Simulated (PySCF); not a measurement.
Species: C₃H₈AsB.
Geometry (PBE0-D3(BJ)/def2-SVP, Å), atoms numbered from 1 in this order:
```
atom  x, y, z in Å
B1     2.5842   -0.1624    0.1704
As2    0.9366    0.2035   -0.8446
C3    -0.4944   -0.7790    0.1233
C4    -1.8250   -0.5284   -0.4936
C5    -2.8226    0.1370    0.0930
H6     3.4550    0.6725    0.2092
H7     2.7871   -1.2736    0.5975
H8     0.6188    1.6241   -0.4242
H9    -0.2052   -1.8390    0.0389
H10   -0.4842   -0.5035    1.1868
H11   -1.9639   -0.9071   -1.5145
H12   -2.7225    0.5400    1.1064
H13   -3.7750    0.3015   -0.4168
```

Method: PBE0-D3(BJ)/def2-SVP geometry optimisation, gas phase in PySCF.

Masses are those of the commonest isotopes; rigid-rotor values at the optimised geometry. The values belong to one conformer with, in the numbering `[BH2:1][AsH:2][CH2:3][CH:4]=[CH2:5]`, H–B1–As2–C3 -149° and 41°, B1–As2–C3–C4 177°, As2–C3–C4–C5 -113°.

What are A, B and C (cm⁻¹)?

Ia = 50.78, Ib = 333.92, Ic = 355.03 u·Å²; 505379 MHz·u·Å²/I gives 9952, 1513 and 1423 MHz, that is A = 0.33196, B = 0.05048, C = 0.04748 cm⁻¹.

Classify the top.

A near-prolate asymmetric top: κ = (2 × 1513 − 9952 − 1423)/(9952 − 1423) = -0.98.

What does the inertial defect say?

Not planar: Δ = Ic − Ia − Ib = -29.67 u·Å². For a rigid frame Δ = −2 Σ m c², so Σ m c² = 14.84 u·Å² lies off the ab plane: 8.47 from hydrogen and 6.36 from heavier atoms. The atom farthest from that plane is 1.40 Å away.

Give the other two planar moments, Paa and Pbb, and the rms extents of the mass along the axes.

Paa = Σ m a² = (Ib + Ic − Ia)/2 = 319.08 and Pbb = Σ m b² = (Ia + Ic − Ib)/2 = 35.95 u·Å². With the mass M = 129.99 u, the rms extents √(P/M) along a, b and c are 1.57, 0.53, 0.34 Å.

Where do the levels up to J = 2 lie, in K?

Above 0(0,0), as E/k:
J = 1: 1(0,1) 0.141, 1(1,1) 0.546, 1(1,0) 0.550
J = 2: 2(0,2) 0.423, 2(1,2) 0.824, 2(1,1) 0.836, 2(2,1) 2.051, 2(2,0) 2.051
Those of J = 1 are B + C, A + C and A + B.

Predict some low-J microwave lines.

The dipole components are |μa| = 0.80 D, |μb| = 0.48 D, |μc| = 0.22 D. The squared components, which scale the intensities, stand as 1.00 : 0.35 : 0.07 (a : b : c). Some lines, for components of 0.1 D or more:

```csv
type,branch,"J(Ka,Kc)",MHz,lower level (cm⁻¹)
b,R,"3(0,3) ← 2(1,2)",459,0.572
a,R,"1(0,1) ← 0(0,0)",2937,0.000
a,R,"2(1,1) ← 1(1,0)",5964,0.382
c,Q,"2(1,2) ← 2(0,2)",8349,0.294
c,Q,"1(1,1) ← 1(0,1)",8438,0.098
b,Q,"1(1,0) ← 1(0,1)",8528,0.098
b,Q,"2(1,1) ← 2(0,2)",8619,0.294
b,Q,"3(1,2) ← 3(0,3)",8756,0.588
a,R,"3(0,3) ← 2(0,2)",8808,0.294
a,R,"3(2,1) ← 2(2,0)",8814,1.426
b,R,"1(1,1) ← 0(0,0)",11375,0.000
c,R,"1(1,0) ← 0(0,0)",11465,0.000
b,R,"3(1,3) ← 2(0,2)",17025,0.294
c,R,"3(1,2) ← 2(0,2)",17565,0.294
b,Q,"3(2,1) ← 3(1,2)",25184,0.880
b,Q,"2(2,0) ← 2(1,1)",25316,0.581
b,Q,"2(2,1) ← 2(1,2)",25585,0.572
b,Q,"3(2,2) ← 3(1,3)",25720,0.862
b,R,"2(2,1) ← 1(1,0)",31279,0.382
c,R,"2(2,0) ← 1(1,0)",31280,0.382
c,R,"2(2,1) ← 1(1,1)",31369,0.379
b,R,"3(2,1) ← 2(1,2)",34400,0.572
c,Q,"3(3,1) ← 3(2,1)",42414,1.720
b,Q,"3(3,1) ← 3(2,2)",42417,1.720
b,R,"3(3,1) ← 2(2,0)",51227,1.426
c,R,"3(3,0) ← 2(2,0)",51227,1.426
c,R,"3(3,1) ← 2(2,1)",51228,1.426
b,R,"3(3,0) ← 2(2,1)",51228,1.426
```

No PBE0-D3(BJ)/def2-SVP frequencies stand behind this structure, so it isn't proved a minimum. These are rigid-rotor constants of the computed structure; measured ground-state constants (B0) also hold zero-point vibration. Quadrupole hyperfine structure (11B, 75As) is left out.

The run took 70 s wall on Arm Neoverse V1, one thread, shared host with 64 logical CPUs at a one-minute load of 25, and the process peaked at 0.53 GiB of memory. This is the geometry optimisation.
